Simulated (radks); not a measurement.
Values are calculated unless marked as measured or tabulated.
All-electron atom: Pm51+ in [Ne].

Code: a radial shooting solver on a logarithmic mesh with Libxc functionals. Model: scalar-relativistic Kohn-Sham, r2SCAN, spin-polarised, spherical densities, finite nucleus; meta-GGA in the generalised Kohn-Sham scheme; Fermi nuclear charge, rms radius 4.962 fm.

Energy parts (eV):
| part | energy |
|---|---|
| total | -197125.12 |
| kinetic | 213873.14 |
| electron-nucleus | -425398.85 |
| Hartree | 17349.65 |
| exchange-correlation | -2949.06 |

Orbitals (lengths in bohr, moments of r in powers of bohr; <r^-3> diverges for s and p1/2; r(90%) holds 90 % of the orbital's charge):
| orbital | occ. | eigenvalue (eV) | r(90%) | <r> | <r^-3> |
|---|---|---|---|---|---|
| 1s | 2 | -48925.07 | 0.0418 | 0.02316 | - |
| 2s | 2 | -10941.06 | 0.150 | 0.09710 | - |
| 2p | 6 | -10192.18 | 0.138 | 0.08518 | 9966 |

The highest occupied level is 2p at -10192.2 eV. For comparison, the ionisation energy in NIST's Atomic Spectra Database is 10115 eV (theoretical). In exact Kohn-Sham theory the highest level is minus the ionisation energy, but local and semilocal functionals leave it too shallow, through self-interaction and a potential that decays too fast; potentials with the right tail come closer.
